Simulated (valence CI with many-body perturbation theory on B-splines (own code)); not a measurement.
**E1 transitions of Tc IV**

Calculated by relativistic CI+MBPT: four valence electrons over a frozen Dirac-Fock core [Kr], a basis of 7 s, 7 p, 8 d, 6 f, 4 g, 1 h functions for each j, with the one-electron correlation potential Σ1 (screened to all orders), the two-electron term Σ2, the three-electron term Σ3, Breit, model QED; selected single and double excitations, second order for the rest, scaled by the run's own slope (own B-spline code, finite nucleus).

No measured levels were compared; by estimate terms of the open shell hold to 2 to 4 % of their energy, and close levels can change places; different configurations can be misplaced against each other by 1,000 to 8,000 cm⁻¹. Among the levels kept, up to 420 cm⁻¹ of a level comes from second order outside the variational space, and about a tenth of that is noise between levels of different J, which matters for small intervals.

Lines 151 to 200 of 558 in falling wavelength, among levels below 204079 cm⁻¹, chosen from the strongest by gf and those to the six lowest levels. Wavelengths and rates use the calculated energies, so an error of 2000 cm⁻¹ moves a line at 1767 Å by 3.5 % and its rate by three times that or more. Electric multipoles are in the length gauge, E1 and E2 with the static RPA response of the core. Weak lines are less certain than strong ones. Lines between different terms over intervals too small for the method are left out, as are lines whose strength nearly cancels. Where a level lies close to another of its J and parity, the split of strength between their lines is uncertain. The highest levels of a list are the least certain.

Names give the largest LS component (configuration and term), which can be under half, so a name can repeat, a term be missing and a line seem to break the LS rules; names also repeat where a configuration has a term twice. Letters in brackets count levels of one name in rising energy.

| λ vac (Å) | Upper | Lower | A (s⁻¹) | S (a.u.) with core polarisation | S without |
| --- | --- | --- | --- | --- | --- |
| 1767 | 4d3 5p 5F°_4 | 4d3 5s 5F_4 | 3.24e+08 | 7.93e+00 | 9.15e+00 |
| 1765 | 4d3 5p 3P°_1 [c] | 4d3 5s 3D_2 [a] | 2.98e+08 | 2.43e+00 | 2.79e+00 |
| 1765 | 4d3 5p 3F°_4 [d] | 4d3 5s 3D_3 [b] | 5.96e+08 | 1.45e+01 | 1.67e+01 |
| 1764 | 4d3 5p 3P°_1 [a] | 4d3 5s 5P_1 | 1.96e+08 | 1.59e+00 | 1.83e+00 |
| 1763 | 4d3 5p 5D°_0 [a] | 4d3 5s 5F_1 | 6.23e+08 | 1.69e+00 | 1.95e+00 |
| 1756 | 4d3 5p 3D°_2 [b] | 4d3 5s 5F_3 | 2.51e+08 | 3.35e+00 | 3.87e+00 |
| 1755 | 4d3 5p 5F°_3 | 4d3 5s 5F_3 | 3.89e+08 | 7.25e+00 | 8.38e+00 |
| 1753 | 4d3 5p 3D°_2 [f] | 4d3 5s 3F_2 [b] | 1.02e+08 | 1.36e+00 | 1.57e+00 |
| 1752 | 4d3 5p 5D°_4 [b] | 4d3 5s 5P_3 | 5.71e+08 | 1.37e+01 | 1.58e+01 |
| 1752 | 4d3 5p 5D°_1 [a] | 4d3 5s 5F_1 | 4.32e+08 | 3.44e+00 | 3.97e+00 |
| 1751 | 4d3 5p 5F°_5 | 4d3 5s 5F_4 | 1.80e+08 | 5.25e+00 | 6.05e+00 |
| 1750 | 4d3 5p 5D°_2 [a] | 4d3 5s 5F_2 | 4.41e+08 | 5.84e+00 | 6.74e+00 |
| 1750 | 4d3 5p 3D°_3 [a] | 4d3 5s 5F_4 | 1.46e+08 | 2.71e+00 | 3.14e+00 |
| 1749 | 4d3 5p 1P°_1 [b] | 4d3 5s 1P_1 | 4.01e+08 | 3.18e+00 | 3.61e+00 |
| 1747 | 4d3 5p 5F°_1 | 4d3 5s 5F_2 | 2.37e+08 | 1.87e+00 | 2.16e+00 |
| 1746 | 4d3 5p 3D°_2 [f] | 4d3 5s 3F_3 [b] | 4.03e+08 | 5.29e+00 | 6.10e+00 |
| 1740 | 4d3 5p 1G°_4 [b] | 4d3 5s 3G_5 | 8.33e+07 | 1.95e+00 | 2.24e+00 |
| 1734 | 4d3 5p 5F°_4 | 4d3 5s 5F_3 | 1.96e+08 | 4.54e+00 | 5.22e+00 |
| 1732 | 4d3 5p 5D°_2 [a] | 4d3 5s 5F_1 | 1.31e+08 | 1.69e+00 | 1.94e+00 |
| 1731 | 4d3 5p 3D°_1 [e] | 4d3 5s 3F_2 [b] | 5.28e+08 | 4.06e+00 | 4.68e+00 |
| 1731 | 4d3 5p 1I°_6 | 4d3 5s 3H_6 | 4.22e+07 | 1.40e+00 | 1.61e+00 |
| 1730 | 4d3 5p 1H°_5 [b] | 4d3 5s 3H_4 | 6.67e+07 | 1.88e+00 | 2.13e+00 |
| 1729 | 4d3 5p 5F°_3 | 4d3 5s 5F_2 | 2.03e+08 | 3.62e+00 | 4.17e+00 |
| 1727 | 4d3 5p 3G°_3 [b] | 4d3 5s 3F_2 [a] | 8.48e+07 | 1.51e+00 | 1.70e+00 |
| 1719 | 4d3 5p 1F°_3 [b] | 4d3 5s 1G_4 | 1.59e+08 | 2.80e+00 | 3.19e+00 |
| 1718 | 4d3 5p 3P°_2 [d] | 4d3 5s 3D_2 [b] | 2.25e+08 | 2.81e+00 | 3.23e+00 |
| 1718 | 4d3 5p 3G°_5 [b] | 4d3 5s 3F_4 [a] | 1.05e+08 | 2.89e+00 | 3.26e+00 |
| 1717 | 4d3 5p 3F°_3 [b] | 4d3 5s 3G_4 | 1.02e+08 | 1.78e+00 | 2.05e+00 |
| 1713 | 4d3 5p 3S°_1 [b] | 4d3 5s 3P_2 [b] | 4.11e+08 | 3.06e+00 | 3.46e+00 |
| 1711 | 4d3 5p 3P°_2 [d] | 4d3 5s 3D_3 [b] | 3.59e+08 | 4.44e+00 | 5.11e+00 |
| 1711 | 4d3 5p 3G°_4 [c] | 4d3 5s 3H_5 | 4.02e+08 | 8.96e+00 | 1.03e+01 |
| 1710 | 4d3 5p 3G°_5 [c] | 4d3 5s 3H_6 | 3.24e+08 | 8.80e+00 | 1.01e+01 |
| 1707 | 4d3 5p 3G°_5 [c] | 4d3 5s 3H_5 | 8.61e+07 | 2.33e+00 | 2.67e+00 |
| 1704 | 4d3 5p 3G°_4 [b] | 4d3 5s 3F_3 [a] | 1.01e+08 | 2.22e+00 | 2.51e+00 |
| 1693 | 4d3 5p 3G°_4 [a] | 4d3 5s 5F_4 | 1.41e+08 | 3.04e+00 | 3.49e+00 |
| 1692 | 4d3 5p 3P°_1 [d] | 4d3 5s 3D_1 | 2.72e+08 | 1.95e+00 | 2.24e+00 |
| 1690 | 4d3 5p 3G°_3 [d] | 4d3 5s 3H_4 | 3.48e+08 | 5.80e+00 | 6.67e+00 |
| 1687 | 4d3 5p 3P°_1 [d] | 4d3 5s 3D_2 [b] | 3.67e+08 | 2.61e+00 | 3.00e+00 |
| 1686 | 4d3 5p 1P°_1 [c] | 4d3 5s 1D_2 [b] | 6.27e+08 | 4.45e+00 | 5.06e+00 |
| 1685 | 4d3 5p 3F°_2 [d] | 4d3 5s 3G_3 | 1.40e+08 | 1.65e+00 | 1.90e+00 |
| 1683 | 4d3 5p 3G°_5 [a] | 4d3 5s 5F_5 | 2.15e+08 | 5.57e+00 | 6.41e+00 |
| 1679 | 4d3 5p 3P°_2 [c] | 4d3 5s 3P_2 [a] | 1.68e+08 | 1.97e+00 | 2.25e+00 |
| 1677 | 4d3 5p 3P°_0 [e] | 4d3 5s 3D_1 | 6.55e+08 | 1.53e+00 | 1.75e+00 |
| 1651 | 4d3 5d 3H_6 | 4d3 5p 3H°_6 [b] | 6.08e+07 | 1.76e+00 | 1.90e+00 |
| 1649 | 4d3 5p 5S°_2 | 4d3 5s 5P_3 | 2.06e+08 | 2.28e+00 | 2.62e+00 |
| 1616 | 4d3 5d 3H_5 | 4d3 5p 3G°_4 [b] | 6.72e+07 | 1.54e+00 | 1.61e+00 |
| 1616 | 4d3 5p 5S°_2 | 4d3 5s 5P_2 | 1.85e+08 | 1.93e+00 | 2.22e+00 |
| 1609 | 4d3 5p 5S°_2 | 4d3 5s 5P_1 | 1.20e+08 | 1.23e+00 | 1.41e+00 |
| 1597 | 4d3 5d 3H_4 | 4d3 5p 3G°_3 [b] | 8.00e+07 | 1.45e+00 | 1.52e+00 |
| 1553 | 4d3 5d 3D_3 | 4d3 5p 3F°_4 [a] | 9.57e+07 | 1.24e+00 | 1.33e+00 |
